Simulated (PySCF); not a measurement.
Electronic absorption of C6H11P

Compound: C6H11P.
Z-matrix (Å and degrees, GFN2-xTB geometry), rows numbered from 1:
```
C 
C   1  1.3246
C   2  1.4633  1  123.93
P   3  1.8842  2  117.93  1  -132.22
C   3  1.5049  2  120.06  1   152.02
C   5  1.5099  3  119.52  4   115.48
C   6  1.5265  5  110.54  3    78.12
H   1  1.0756  2  121.96  3  -179.66
H   1  1.0778  2  121.59  3     0.25
H   2  1.0830  1  120.41  3  -179.92
H   3  1.0859  2  114.37  1     5.94
H   4  1.4021  3   93.67  5   -93.15
H   5  1.0882  3  114.21  4  -105.97
H   6  1.0929  5  109.69  3  -160.91
H   6  1.0935  5  109.64  3   -42.72
H   7  1.0878  6  110.53  5    61.09
H   7  1.0874  6  110.41  5  -178.84
H   7  1.0877  6  110.33  5   -58.61
```

Level of theory: PySCF 2.14.0, density-fitted response routines, TDDFT CAM-B3LYP/def2-SVPD, vertical, gas phase, core orbitals frozen in the response.

Task: List the vertical singlet excitations with oscillator strengths and describe the spectrum.

Result: 

```csv
state,E (eV),λ (nm),f,|μ| (D),"main configurations (H = HOMO, L = LUMO)"
S1,6.02,206.0,0.354,3.94,"H→L (81%), H-1→L (9%)"
S2,6.33,195.7,0.050,1.44,"H-1→L (73%), H→L (8%)"
S3,6.42,193.1,0.010,0.65,"H→L+1 (65%), H→L+2 (8%)"
S4,6.75,183.7,0.084,1.82,"H→L+2 (58%), H→L+3 (14%), H→L+4 (9%)"
S5,6.91,179.5,0.034,1.14,"H-1→L+1 (32%), H-1→L+3 (12%)"
S6,7.00,177.2,0.109,2.03,"H→L+3 (46%), H→L+4 (18%)"
S7,7.17,173.0,0.033,1.11,"H-2→L (23%), H-1→L+2 (22%), H→L+4 (17%)"
S8,7.23,171.5,0.0092,0.58,"H-2→L (26%), H→L+4 (16%), H→L+6 (13%)"
```

Triplets, Tamm–Dancoff:

| state | E (eV) | λ (nm) | main configurations (H = HOMO, L = LUMO) |
| --- | --- | --- | --- |
| T1 | 4.07 | 304.5 | H→L (69%) |
| T2 | 5.23 | 237.0 | H-2→L (17%), H→L+2 (15%), H-1→L (15%) |
| T3 | 5.27 | 235.3 | H-1→L (60%), H-1→L+6 (10%) |

The lowest singlet comes at 206 nm (581 kJ/mol) in the ultraviolet; it is strong; its leading configuration is HOMO→LUMO (81%). The lowest level is also the most intense of those listed (f = 0.354). Löwdin shares by element: HOMO carbon 60% or more, phosphorus 22% (atoms not listed hold the other 18%); LUMO carbon 44% or more, phosphorus 27% (atoms not listed hold the other 30%). Weighted by f, the mean energy of these states is 6.41 eV. Of the 8 states listed, 7 reach f = 0.01 and none stays under 0.0005. Orbital energies (eV): HOMO-3 -11.00, HOMO-2 -9.68, HOMO-1 -8.69, HOMO -7.98, LUMO 0.83, LUMO+1 1.39, LUMO+2 1.54. Singlets were solved by full linear response, triplets in the Tamm–Dancoff approximation.

One conformer stands for the species.
